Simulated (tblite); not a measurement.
Question: Give a GFN2-xTB geometry of `CNC(=O)C(=O)/C=C/[SiH3]`.

Answer: 
```xyz
18
C5H9NO2Si angstrom
C     -3.793    0.408   -0.439
N     -2.501    0.027    0.063
C     -1.343    0.313   -0.551
O     -1.230    0.930   -1.593
C     -0.142   -0.239    0.230
O     -0.317   -0.835    1.277
C      1.157    0.008   -0.393
C      2.297   -0.448    0.135
Si     4.012   -0.223   -0.610
H     -3.637    0.960   -1.365
H     -4.312    1.046    0.279
H     -4.404   -0.474   -0.641
H     -2.435   -0.497    0.927
H      1.125    0.572   -1.314
H      2.207   -1.002    1.063
H      4.855    0.439    0.388
H      3.915    0.580   -1.827
H      4.539   -1.557   -0.905
```

Orientation and origin are arbitrary. Atoms count from 1 in this order. N2 (amide nitrogen) is planar (angles 124.0°, 119.5° and 116.4°, sum 360.0°, 0.00 Å off the plane of its three neighbours). H13 on N2 lies 2.17 Å from O6, 4 bonds away (angle at H 106°; Bondi radii sum to 2.72 Å). The 2 C–N bonds span 1.341 Å (N2–C3, drawn single) to 1.438 Å (C1–N2, drawn single), a spread of 0.097 Å. The C–C distances run from 1.336 Å (C7=C8, drawn double) to 1.536 Å (C3–C5, drawn single), a spread of 0.200 Å.

Bonds between heavy atoms (Å): C1–N2 1.438, N2–C3 1.341, C3=O4 1.216, C3–C5 1.536, C5=O6 1.218, C5–C7 1.461, C7=C8 1.336, C8–Si9 1.883.

The geometry is computed with GFN2-xTB (gas phase).

Point group: near Cs, missed by 0.23 Å at most; the miss may be what the optimiser left on a soft mode. Its GFN2-xTB frequencies are all real (lowest 34 cm⁻¹). One conformer, not necessarily the lowest (C1–N2–C3–O4 0°, N2–C3–C5–O6 -1°, C3–C5–C7–C8 -178°). 2 starts were optimised and ended at 0.00 and 0.02 kcal/mol (GFN2-xTB); the lowest of these is shown.

Hardware: Arm Neoverse V1, one thread, shared host. Cost: 0.64 s wall. That covers the optimisation of the geometry.
